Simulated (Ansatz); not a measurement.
Mulliken charges of `N[Si]1(F)SS1` from PBE/def2-TZVPP in Ansatz (PBE0-D4/def2-TZVP geometry).

```tsv
atom	x (Å)	y (Å)	z (Å)	charge (e)
N1	0.527	0.169	1.063	-0.375
Si2	-0.179	-0.301	-0.381	0.635
F3	-0.193	-1.884	-0.337	-0.263
S4	-1.791	0.680	-1.252	-0.172
S5	0.182	0.634	-2.202	-0.172
H6	0.671	1.130	1.317	0.174
H7	0.844	-0.496	1.746	0.173
```

Task: By hand: the dipole of these point charges (1 e Å = 4.8032 D).

Result: Σ q r = (0.279, 0.126, 0.573) e Å, of length 0.650 e Å = 3.12 D.

Task: How does the dipole of the full density compare? (Estimate.)

Result: Ansatz gave: (0.282, 0.100, 0.579) e Å, 3.13 D; the point charges give 1.00 times that, at 2° from its direction.

Point charges leave out the atoms' own dipoles, such as those of lone pairs, and Mulliken's split depends on the basis, so the close match here is no proof of good charges.
